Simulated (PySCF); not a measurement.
Species: CH10Ge2OSi.
Structure used (PBE0-D3(BJ)/def2-SVP), in Å, numbered top down from 1:
```xyz
15
CH10Ge2OSi angstrom
C      2.0277    0.5753    0.7034
O      1.9588    0.4452   -0.6846
Ge     0.9105   -0.8064   -1.4136
Ge    -1.4387   -0.2775   -1.0573
Si    -1.9344    0.3545    1.1864
H      2.2763   -0.3765    1.2138
H      2.8189    1.3015    0.9503
H      1.0845    0.9540    1.1459
H      1.2622   -2.1644   -0.7584
H      1.2971   -0.7942   -2.9007
H     -1.8680    0.8543   -2.0126
H     -2.2676   -1.5305   -1.4159
H     -1.3758    1.7109    1.4719
H     -3.4139    0.3864    1.4001
H     -1.3304   -0.6259    2.1404
```

Theory: PBE0-D3(BJ)/def2-SVP geometry optimisation, gas phase (PySCF 2.14.0).

Masses are those of the commonest isotopes; rigid-rotor values at the optimised geometry. The values belong to one conformer with, in the numbering `[CH3:1][O:2][GeH2:3][GeH2:4][SiH3:5]`, C1–O2–Ge3–Ge4 69°, O2–Ge3–Ge4–Si5 -47°.

(1) What are A, B and C (MHz)?

(2) Classify the top.

(3) Is it planar, by Δ = Ic − Ia − Ib?

(4) Give the other two planar moments, Paa and Pbb, and the rms extents of the mass along the axes.

(5) Which types of transition are allowed, and where do some lines up to J = 4 fall?

(6) Estimate the classical rotational partition function at 50 K, 200 K and 500 K.

Answers

(1) Ia = 240.49, Ib = 515.99, Ic = 710.04 u·Å²; 505379 MHz·u·Å²/I gives A = 2101, B = 979.4, C = 711.8 MHz.

(2) An asymmetric top; Ray's κ = -0.615.

(3) Not planar: Δ = Ic − Ia − Ib = -46.45 u·Å². For a rigid frame Δ = −2 Σ m c², so Σ m c² = 23.22 u·Å² lies off the ab plane: 11.07 from hydrogen and 12.16 from heavier atoms. The atom farthest from that plane is 1.72 Å away.

(4) Paa = Σ m a² = (Ib + Ic − Ia)/2 = 492.77 and Pbb = Σ m b² = (Ia + Ic − Ib)/2 = 217.27 u·Å². With the mass M = 213.89 u, the rms extents √(P/M) along a, b and c are 1.52, 1.01, 0.33 Å.

(5) The dipole components are |μa| = 0.66 D, |μb| = 0.07 D, |μc| = 0.84 D. Intensities carry the squares of the components, which stand as 0.61 : 0.01 : 1.00 (a : b : c). Some lines, for components of 0.1 D or more:

```tsv
type	branch	J(Ka,Kc)	MHz	lower level (cm⁻¹)
a	Q	2(1,1) ← 2(1,2)	803	0.198
c	Q	1(1,1) ← 1(0,1)	1122	0.056
c	Q	2(2,1) ← 2(1,1)	3366	0.225
a	R	3(0,3) ← 2(0,2)	4911	0.168
a	R	3(2,2) ← 2(2,1)	5074	0.337
a	R	4(0,4) ← 3(0,3)	6392	0.332
c	R	2(2,0) ← 1(1,0)	7058	0.103
c	R	2(2,1) ← 1(1,1)	7284	0.094
c	R	4(1,3) ← 3(0,3)	9437	0.332
c	R	3(3,0) ← 2(2,0)	11339	0.338
c	R	4(3,1) ← 3(2,1)	12966	0.513
```

(6) Point group C1, symmetry number σ = 1; q = (√π/σ)·√((kT/h)³/(ABC)), k/h = 20836.6 MHz/K: 49200 at 50 K, 394000 at 200 K, 1560000 at 500 K.

No PBE0-D3(BJ)/def2-SVP frequencies stand behind this structure, so it isn't proved a minimum. These are rigid-rotor constants of the computed structure; measured ground-state constants (B0) also hold zero-point vibration. A rigid rotor knows nothing of internal rotation, which can split or shift real lines.

On an Arm Neoverse V2 with one thread, shared host, this took 1.9 min of wall time. These figures are those of the optimisation.
